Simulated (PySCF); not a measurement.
PySCF 2.14 output of an unrestricted B3LYP calculation on a single atom or ion in aug-cc-pVDZ (7s6p4d2f, 59 functions), with the non-relativistic Hamiltonian (point nucleus):

```
SCF conv_tol = 1e-09
number electrons alpha = 12  beta = 9
    P. J. Stephens, F. J. Devlin, C. F. Chabalowski, and M. J. Frisch.,  J. Phys. Chem. 98, 11623 (1994)
cycle= 1 E= -849.129849913693  delta_E= -0.00368  |g|= 0.00483  |ddm|= 1.84
cycle= 2 E= -849.129876737432  delta_E= -2.68e-05  |g|= 0.00105  |ddm|= 0.12
cycle= 3 E= -849.12987760921  delta_E= -8.72e-07  |g|= 0.000489  |ddm|= 0.00662
cycle= 4 E= -849.129877736965  delta_E= -1.28e-07  |g|= 1.36e-05  |ddm|= 0.00504
cycle= 5 E= -849.129877737152  delta_E= -1.87e-10  |g|= 5.91e-07  |ddm|= 0.000148
converged SCF energy = -849.129877737152  <S^2> = 3.7505076  2S+1 = 4.0002538
```

The run itself started from symmetry-adapted Hartree-Fock orbitals and held the occupation by maximum overlap, on a logarithmic radial grid, so the iterations belong to that start.

Which element, charge and spin multiplicity is this?

Ti⁺ (titanium, charge +1), multiplicity 4; the state was [Ar] 3d2 4s1, high-spin 4F determinant.
